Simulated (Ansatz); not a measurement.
Gas-phase electronic energies from Ansatz, PBE0-D4/def2-TZVP geometries. CCSD(T)/CBS is the MP2 limit (def2-TZVPP, def2-QZVPP) plus CCSD(T) − MP2 in def2-TZVPP, frozen cores. This one scheme is used for every species. Functionals use def2-TZVPP. HSE06 is defined as in plane-wave codes. For Ge outer-core shells are correlated without core-valence functions, which leaves a few kJ/mol of doubt a bond. Scalar relativity is left out up to krypton. Each species was taken in one conformer, which may not be the lowest.

Reaction (ligand exchange at a Ge–S bond): `C[S][Ge][F]` + CH₃OH → `C[O][Ge][F]` + CH₃SH

CCSD(T)/CBS gives -4.4 kJ/mol.

Another level gave -3.7 kJ/mol. Which?
A. B97M-V/def2-TZVPP
B. HSE06-D4/def2-TZVPP
C. SCS-MP2/def2-TZVPP
D. r2SCAN0-D4/def2-TZVPP

A. B97M-V -3.7, SCS-MP2/def2-TZVPP -12.4, HSE06-D4 6.2, r2SCAN0-D4 1.4 kJ/mol.

Largest T1 diagnostic among the species: 0.015.

In def2-TZVPP, CCSD(T) changes the Hartree–Fock value by +5.8 kJ/mol (the triples alone add +2.3 kJ/mol) and MP2 by +5.9 kJ/mol. At CCSD(T), def2-SVP lies −8.9 kJ/mol from the extrapolated value and def2-TZVPP −3.6 kJ/mol.
